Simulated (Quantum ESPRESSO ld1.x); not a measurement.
Input (ld1.x (Quantum ESPRESSO 7.5)):

```
 &input
    zed=65.0,
    iswitch=1,
    rel=2,
    dft='PBE',
    config='[Xe] 4f9 6s2',
    rel_dist='energy',
    verbosity='high',
    lsmall=.true.,
    prefix='ld1',
    max_out_wfc=37,
    file_charge='ld1.rho',
 /
```

Command: `OMP_NUM_THREADS=1 ld1.x < ld1.in > ld1.out`

Output:

```
     Program LD1 v.7.5 starts

 classical turning point too close to mesh           4           3           3
 classical turning point too close to mesh           4           3          -4
     --------------------------- All-electron run ----------------------------

     dirac relativistic calculation

     atomic number is 65.00
     dft =PBE   lsd =0 sic =0 latt =0  beta=0.20 tr2=1.0E-14
     Exchange-correlation= PBE
                           (   1   4   3   4   0   0   0)
     mesh =2099 r(mesh) = 100.44524 a.u. xmin = -8.00 dx = 0.00800
     1 Ry =  13.60569312 eV, c = 137.03599908

     n l j   nl                  e(Ry)          e(Ha)          e(eV)
     Spin orbit split results
     1 0 0.5 1S 1( 2.00)   -3807.638279191   -1903.819139596 -51805.5579500
     2 0 0.5 2S 1( 2.00)    -630.823593988    -315.411796994  -8582.7922345
     2 1 0.5 2P 1( 2.00)    -599.417001740    -299.708500870  -8155.4837784
     2 1 1.5 2P 1( 4.00)    -544.540845804    -272.270422902  -7408.8556409
     3 0 0.5 3S 1( 2.00)    -139.889250775     -69.944625387  -1903.2902172
     3 1 0.5 3P 1( 2.00)    -126.245325018     -63.122662509  -1717.6551504
     3 1 1.5 3P 1( 4.00)    -114.916832561     -57.458416281  -1563.5231585
     4 0 0.5 4S 1( 2.00)     -27.694645743     -13.847322872   -376.8048511
     4 1 0.5 4P 1( 2.00)     -22.351013528     -11.175506764   -304.1010310
     4 1 1.5 4P 1( 4.00)     -19.830244819      -9.915122410   -269.8042256
     3 2 1.5 3D 1( 4.00)     -91.436498411     -45.718249205  -1244.0569376
     3 2 2.5 3D 1( 6.00)     -88.965162880     -44.482581440  -1210.4327048
     5 0 0.5 5S 1( 2.00)      -3.480521472      -1.740260736    -47.3549071
     5 1 0.5 5P 1( 2.00)      -2.049123346      -1.024561673    -27.8797434
     5 1 1.5 5P 1( 4.00)      -1.728507735      -0.864253867    -23.5175458
     4 2 1.5 4D 1( 4.00)     -11.038025898      -5.519012949   -150.1799931
     4 2 2.5 4D 1( 6.00)     -10.582873555      -5.291436778   -143.9873300
     4 3 2.5 4F 1( 6.00)      -0.244522702      -0.122261351     -3.3269009
     4 3 3.5 4F 1( 3.00)      -0.187140066      -0.093570033     -2.5461703
     6 0 0.5 6S 1( 2.00)      -0.272195852      -0.136097926     -3.7034132
     Averaged results
     1 0     1S 1( 2.00)   -3807.638279191   -1903.819139596 -51805.5579500
     2 0     2S 1( 2.00)    -630.823593988    -315.411796994  -8582.7922345
     2 1     2P 1( 6.00)    -562.832897783    -281.416448891  -7657.7316868
     3 0     3S 1( 2.00)    -139.889250775     -69.944625387  -1903.2902172
     3 1     3P 1( 6.00)    -118.692996713     -59.346498357  -1614.9004891
     4 0     4S 1( 2.00)     -27.694645743     -13.847322872   -376.8048511
     4 1     4P 1( 6.00)     -20.670501055     -10.335250528   -281.2364941
     3 2     3D 1(10.00)     -89.953697092     -44.976848546  -1223.8823979
     5 0     5S 1( 2.00)      -3.480521472      -1.740260736    -47.3549071
     5 1     5P 1( 6.00)      -1.835379605      -0.917689803    -24.9716117
     4 2     4D 1(10.00)     -10.764934492      -5.382467246   -146.4643952
     4 3     4F 1( 9.00)      -0.211732624      -0.105866312     -2.8807691
     6 0     6S 1( 2.00)      -0.272195852      -0.136097926     -3.7034132

     final scf error:  4.8E-15 reached in  32 iterations

     Etot =  -23437.869003 Ry,  -11718.934502 Ha, -318888.453118 eV

     Ekin =   25637.427146 Ry,   12818.713573 Ha,  348814.966211 eV
     Encl =  -57703.704529 Ry,  -28851.852264 Ha, -785098.895877 eV
     Eh   =    9142.911482 Ry,    4571.455741 Ha,  124395.647874 eV
     Exc  =    -514.503103 Ry,    -257.251551 Ha,   -7000.171326 eV

     normalization and overlap integrals

     s(1S/1S) =  1.000000  <r> =   0.0215  <r2> =    0.0006  r(max) =   0.0136
     LC norm =  0.94120790 + SC norm =  0.05879210 =  1.00000000
     s(1S/2S) = -0.000000
     s(1S/3S) = -0.000000
     s(1S/4S) =  0.000000
     s(1S/5S) =  0.000000
     s(1S/6S) =  0.000000
     s(2S/2S) =  1.000000  <r> =   0.0909  <r2> =    0.0098  r(max) =   0.0774
     LC norm =  0.98697966 + SC norm =  0.01302034 =  1.00000000
     s(2S/3S) =  0.000000
     s(2S/4S) =  0.000000
     s(2S/5S) =  0.000000
     s(2S/6S) =  0.000000
     s(2P/2P) =  1.000000  <r> =   0.0759  <r2> =    0.0071  r(max) =   0.0590
     LC norm =  0.98692859 + SC norm =  0.01307141 =  1.00000000
     s(2P/3P) =  0.000000
     s(2P/4P) =  0.000000
     s(2P/5P) =  0.000000
     s(2P/2P) =  1.000000  <r> =   0.0828  <r2> =    0.0084  r(max) =   0.0644
     LC norm =  0.98791015 + SC norm =  0.01208985 =  1.00000000
     s(2P/3P) =  0.000000
     s(2P/4P) =  0.000000
     s(2P/5P) =  0.000000
     s(3S/3S) =  1.000000  <r> =   0.2389  <r2> =    0.0654  r(max) =   0.2191
     LC norm =  0.99585771 + SC norm =  0.00414229 =  1.00000000
     s(3S/4S) =  0.000000
     s(3S/5S) =  0.000000
     s(3S/6S) =  0.000000
     s(3P/3P) =  1.000000  <r> =   0.2286  <r2> =    0.0608  r(max) =   0.2071
     LC norm =  0.99591711 + SC norm =  0.00408289 =  1.00000000
     s(3P/4P) =  0.000000
     s(3P/5P) =  0.000000
     s(3P/3P) =  1.000000  <r> =   0.2418  <r2> =    0.0678  r(max) =   0.2191
     LC norm =  0.99619252 + SC norm =  0.00380748 =  1.00000000
     s(3P/4P) =  0.000000
     s(3P/5P) =  0.000000
     s(4S/4S) =  1.000000  <r> =   0.5414  <r2> =    0.3311  r(max) =   0.5034
     LC norm =  0.99868168 + SC norm =  0.00131832 =  1.00000000
     s(4S/5S) =  0.000000
     s(4S/6S) =  0.000000
     s(4P/4P) =  1.000000  <r> =   0.5528  <r2> =    0.3480  r(max) =   0.5074
     LC norm =  0.99876021 + SC norm =  0.00123979 =  1.00000000
     s(4P/5P) =  0.000000
     s(4P/4P) =  1.000000  <r> =   0.5830  <r2> =    0.3868  r(max) =   0.5367
     LC norm =  0.99885956 + SC norm =  0.00114044 =  1.00000000
     s(4P/5P) =  0.000000
     s(3D/3D) =  1.000000  <r> =   0.2141  <r2> =    0.0539  r(max) =   0.1751
     LC norm =  0.99631241 + SC norm =  0.00368759 =  1.00000000
     s(3D/4D) = -0.000000
     s(3D/3D) =  1.000000  <r> =   0.2182  <r2> =    0.0559  r(max) =   0.1779
     LC norm =  0.99639135 + SC norm =  0.00360865 =  1.00000000
     s(3D/4D) = -0.000000
     s(5S/5S) =  1.000000  <r> =   1.3280  <r2> =    1.9874  r(max) =   1.1848
     LC norm =  0.99973066 + SC norm =  0.00026934 =  1.00000000
     s(5S/6S) =  0.000000
     s(5P/5P) =  1.000000  <r> =   1.5023  <r2> =    2.5717  r(max) =   1.2938
     LC norm =  0.99979026 + SC norm =  0.00020974 =  1.00000000
     s(5P/5P) =  1.000000  <r> =   1.6080  <r2> =    2.9510  r(max) =   1.3794
     LC norm =  0.99981608 + SC norm =  0.00018392 =  1.00000000
     s(4D/4D) =  1.000000  <r> =   0.6178  <r2> =    0.4433  r(max) =   0.5410
     LC norm =  0.99903042 + SC norm =  0.00096958 =  1.00000000
     s(4D/4D) =  1.000000  <r> =   0.6285  <r2> =    0.4588  r(max) =   0.5497
     LC norm =  0.99905732 + SC norm =  0.00094268 =  1.00000000
     s(4F/4F) =  1.000000  <r> =   0.9018  <r2> =    1.1389  r(max) =   0.5541
     LC norm =  0.99946551 + SC norm =  0.00053449 =  1.00000000
     s(4F/4F) =  1.000000  <r> =   0.9251  <r2> =    1.2181  r(max) =   0.5586
     LC norm =  0.99947932 + SC norm =  0.00052068 =  1.00000000
     s(6S/6S) =  1.000000  <r> =   4.1662  <r2> =   19.7852  r(max) =   3.5170
     LC norm =  0.99997435 + SC norm =  0.00002565 =  1.00000000

     LC charge = 64.68806396 + SC charge =  0.31193604 = 65.00000000

     ------------------------ End of All-electron run ------------------------
```

Run on one thread of a shared host, so times are rough (Intel(R) Xeon(R) Processor @ 2.60GHz): 0.91 s of CPU time, 0.96 s wall, 32 iterations on 2099 mesh points.
